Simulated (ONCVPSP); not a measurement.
tungsten, ONCV: configuration errors across variants

* Element: W (Z = 74)
* Generator: ONCVPSP 4.0.1
* Type: optimised norm-conserving Vanderbilt (ONCV)
* Functional: PBE
* Relativity: scalar-relativistic
* Frozen core: [Kr] 4d10 4f14
* Valence charge: 14
* Reference configuration: 5s2 5p6 5d4 6s2
* Partial waves: 5s+6s: rc 1.90 bohr, ncon 4, nbas 8, qcut 5.4 1/bohr, 3 projectors, debl 2.6 Ha; 5p: rc 1.40 bohr, ncon 4, nbas 8, qcut 7 1/bohr, 1 projector; 5d: rc 2.40 bohr, ncon 4, nbas 9, qcut 5.2 1/bohr, 2 projectors, debl 0.8 Ha
* Local potential: polynomial inside 1.20 bohr (lpopt 5, dvloc0 0 Ha)
* Core correction: Teter function, fcfact 4.75, rcfact 1.45

All-electron excitation energies from the reference (eV): (1) 5s2 5p6 5d4 6s1 8.883; (2) 5s2 5p6 5d4 6s0 24.563; (3) 5s2 5p6 5d3 6s0 49.946; (4) 5s2 5p6 5d3 6s2 6p1 4.018.

A true bound ghost makes a file unfit for plane-wave use even where its test errors are small: the radial tests pick states by their node count and pass the ghost by.

Errors AE − PS in meV (a dash: test not solved or not reliable):

```csv
change,(1),(2),(3),(4),bound ghosts,GHOST(+) flags above zero
base,-4.7,-17,-20,+69,none,s
"d: ncon 5, nbas 10",-4.8,-17,-20,+65,none,s
"local potential polynomial inside 0.95 bohr (lpopt 3, dvloc0 -1 Ha)",-4.6,-17,-20,+104,none,"s, d"
s: qcut 6.5; p: qcut 8.4; d: qcut 6.3,-4.4,-14,-16,+48,d,s
"core correction Teter function, fcfact 4.75, rcfact 0.9",-3.2,-8.8,-5.9,+73,none,s
"core correction Teter function, fcfact 2.7, rcfact 1.45",–,-13,-13,+71,none,s
p: rc 2,-4.5,-16,-16,+171,none,s
"core correction Teter function, fcfact 2.25, rcfact 1.45",–,-12,-12,+72,none,s
```

(1) Give the same row for: local potential polynomial inside 1.20 bohr (lpopt 5, dvloc0 -1.5 Ha).

Results:

(1) -4.6, -17, -20, +82; bound ghosts: none; GHOST(+) flags above zero: s.
